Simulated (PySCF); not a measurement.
Si(H)(NH2)3 (H₇N₃Si), SMILES N[SiH](N)N.

Coordinates come from a PBE0-D3(BJ)/def2-SVP optimisation. One conformer was computed; it need not be the lowest.

Two levels are set side by side: TDA-PBE/def2-SVPD (PySCF) and TDA-CAM-B3LYP/def2-SVPD (PySCF). Vertical, same geometry. The lowest singlet is HOMO→LUMO 98 % with PBE and HOMO→LUMO 87 % with the other functional; states are paired by order. Differences are taken from unrounded values.

```json
[
 {"quantity": "lowest singlet excitation (eV)", "TDA-PBE": "5.43"},
 {"quantity": "lowest triplet excitation (TDA) (eV)", "TDA-PBE": "5.26"},
 {"quantity": "first bright state (f over 0.05) (eV)", "TDA-PBE": "6.49"},
 {"quantity": "its oscillator strength", "TDA-PBE": "0.11"}
]
```

Question: These are the TDA-PBE values. What does TDA-CAM-B3LYP give? (The exact figures need the calculation; the answer reports its results.)

Answer: 
```csv
quantity,TDA-CAM-B3LYP,TDA-PBE minus TDA-CAM-B3LYP
lowest singlet excitation (eV),6.44,-1.01
lowest triplet excitation (TDA) (eV),6.10,-0.84
first bright state (f over 0.05) (eV),6.44,0.05
its oscillator strength,0.06,0.05
```

Functionals without exact exchange tend to place singlet excitations lower, as here. Differences between two approximate levels are no errors against the true value.

Rough cost on one machine, each run with all the roots and properties that it gave: TDA-CAM-B3LYP against TDA-PBE about 4 times.
